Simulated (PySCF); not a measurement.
## Sb (antimony, neutral): UHF calculation

Configuration: [Kr] 4d10 5s2 5p3, high-spin 4S determinant. Calculation: PySCF 2.14, in x2c-SVPall; the spin-free X2C one-electron Hamiltonian (Gaussian nucleus).

```
Total energy                        : -6477.255965 hartree
One-electron energy                 : -8900.3088 hartree
Hartree (Coulomb) energy            : 2592.5090 hartree
Exchange energy                     : -169.4561 hartree
⟨S²⟩                                : 3.7523
⟨L²⟩                                : 0.000
Sum of ⟨r⟩                          : 36.67 bohr
Sum of ⟨r²⟩                         : 60.43 bohr²
Langevin diamagnetic susceptibility : -47.9 ×10⁻⁶ cm³/mol
Time after the integrals            : 0.08 s of wall time on 1 thread of Neoverse-V1 (shared host)
```

| shell | electrons | mean orbital energy (eV) | rms radius, mean of both spins (bohr) |
| --- | --- | --- | --- |
| 1s α | 1 | -30638.2 | 0.0326 |
| 1s β | 1 | -30638.1 | 0.0326 |
| 2s α | 1 | -4755.1 | 0.133 |
| 2s β | 1 | -4755.1 | 0.133 |
| 2p α | 3 | -4265.7 | 0.118 |
| 2p β | 3 | -4265.6 | 0.118 |
| 3s α | 1 | -972.05 | 0.352 |
| 3s β | 1 | -971.91 | 0.352 |
| 3p α | 3 | -808.02 | 0.352 |
| 3p β | 3 | -807.81 | 0.352 |
| 3d α | 5 | -556.52 | 0.331 |
| 3d β | 5 | -556.45 | 0.331 |
| 4s α | 1 | -175.89 | 0.840 |
| 4s β | 1 | -175.49 | 0.840 |
| 4p α | 3 | -123.13 | 0.911 |
| 4p β | 3 | -122.67 | 0.911 |
| 4d α | 5 | -43.627 | 1.12 |
| 4d β | 5 | -43.249 | 1.12 |
| 5s α | 1 | -19.795 | 2.45 |
| 5s β | 1 | -13.683 | 2.45 |
| 5p α | 3 | -8.997 | 3.02 |

Densities and radii are taken from the X2C orbitals without a picture-change correction, which distorts them close to the nucleus.
